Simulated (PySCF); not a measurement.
**How methods differ on the ionisation energy of Dy**

Dy [Xe] 4f10 6s2 [4f5/2^6 4f7/2^4, M_J = 8] → Dy⁺ [Xe] 4f10 6s1 [4f5/2^6 4f7/2^4 6s1/2^1, M_J = 17/2], as a difference of total energies. All numbers are calculated (PySCF 2.14, the two-component X2C-1e Hamiltonian, in x2c-SVPall-2c with one added diffuse shell each of s, p, d, f type (8s11p10d4f1g, 128 functions)). Correlated levels: [Ar] 3d10 frozen; the 16 highest virtual spinors dropped. "Screened" scales the spin-orbit matrix elements by Boettger's factors to mimic the two-electron term; Breit and QED terms are absent.

| method | ionisation energy (eV) |
| --- | --- |
| GHF (spin-free) | 4.841 |
| GMP2 (spin-free) | 5.764 |
| GHF (screened spin-orbit) | 4.844 |
| GMP2 (screened spin-orbit) | 5.767 |

**Question.** How much does correlation contribute at GMP2 (screened spin-orbit)?

**Answer.** 5.767 − (4.844) = 0.923 eV, measured against GHF (screened spin-orbit).

The spin-free rows relax to the high-spin LS determinant and lack the spin-orbit shift.

Errors of the correlated levels include the incompleteness of this basis and the frozen core.

The labels give the starting determinants; with spin-orbit coupling the two ends relaxed to ⟨J²⟩ = 72.01, ⟨L²⟩ = 42.75, ⟨S²⟩ = 5.90 and ⟨J²⟩ = 80.76, ⟨L²⟩ = 42.73, ⟨S²⟩ = 8.61.

MP2 underrates the near-degeneracy of ns² with np² in the lower species.

For comparison: 5.939 eV (measured; NIST Atomic Spectra Database, ionization energies).
